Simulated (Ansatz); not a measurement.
A CCSD(T) single point on C₄H₂AlF.

```yaml
crystal:
  periodic: [false, false, false]
  atoms:
    - {symbol: F, position_ang: [-1.616113, -2.168190, -1.494580]}
    - {symbol: Al, position_ang: [-0.161014, -1.828940, -0.800855]}
    - {symbol: C, position_ang: [0.829536, 0.755293, 0.611332]}
    - {symbol: C, position_ang: [0.066831, -0.126898, -0.034481]}
    - {symbol: C, position_ang: [-0.601665, 1.209656, 0.243725]}
    - {symbol: C, position_ang: [0.206065, 2.032736, 0.882462]}
    - {symbol: H, position_ang: [0.972808, -2.912708, -0.798746]}
    - {symbol: H, position_ang: [0.395752, 2.981952, 1.335342]}
basis:
  gaussian: {orbitals: def2-SVP}
correlation: {method: ccsd_t}
```

```sh
$ ansatz run in.yaml --threads 2 --pin off --events-out ev --progress --plain --max-ram 4352MiB
```

The program prints (abridged):

```
Functional definition: HF
971 factors; integrals over basis functions are off by at most 1.2e-3 eV
mean field evaluation 1: about -13427.7019 eV, gradient 3.5e1 eV
mean field evaluation 2: about -13427.8199 eV, gradient 3.5e1 eV
mean field evaluation 4: about -13430.8883 eV, gradient 3.6e0 eV
mean field evaluation 8: about -13430.9461 eV, gradient 3.2e-1 eV
mean field -13430.94671015 eV, -493.5781877753 hartree, gradient 1.7e-6 eV, S^2 0.000000; 0 other end points of the search recorded, 0 dependent functions left out
10 core orbitals not correlated: weight in the atoms' cores, before any rotation towards them, 1.000 or more for the frozen orbitals, at most 0.000 for the correlated occupied ones
reference -13430.94671015 eV, -493.5781877753 hartree; 14, 14 occupied and 74, 74 virtual orbitals, 971 factors
second order -20.25280248 eV of doubles, -0.00000000 eV of singles
cycle   1  -20.03943918 eV  change    2.1e-1 eV  update   1.3e-1
cycle   2  -20.70347010 eV  change   -6.6e-1 eV  update   4.3e-2
cycle   3  -20.86985123 eV  change   -1.7e-1 eV  update   2.5e-2
cycle   4  -20.86124993 eV  change    8.6e-3 eV  update   1.0e-2
cycle   5  -20.85991801 eV  change    1.3e-3 eV  update   6.6e-3
cycle   6  -20.86404848 eV  change   -4.1e-3 eV  update   3.9e-3
cycle   7  -20.86426875 eV  change   -2.2e-4 eV  update   2.0e-3
cycle   8  -20.86451598 eV  change   -2.5e-4 eV  update   7.3e-4
cycle   9  -20.86490532 eV  change   -3.9e-4 eV  update   3.0e-4
cycle  10  -20.86492949 eV  change   -2.4e-5 eV  update   1.1e-4
cycle  11  -20.86485884 eV  change    7.1e-5 eV  update   4.9e-5
cycle  12  -20.86488163 eV  change   -2.3e-5 eV  update   2.4e-5
cycle  13  -20.86487996 eV  change    1.7e-6 eV  update   9.2e-6
perturbative correction -0.89835057 eV, -0.0330137745 hartree
Total energy: -13452.70994068 eV, -494.3779717458 hartree
```

It took 7 s on 2 threads of an Arm Neoverse V1 on a shared host, with 0.41 GiB of host memory at the peak.

The correlation energy is -21.763 eV, 4.1 % of it from (T); the T1 diagnostic reads 0.0217.
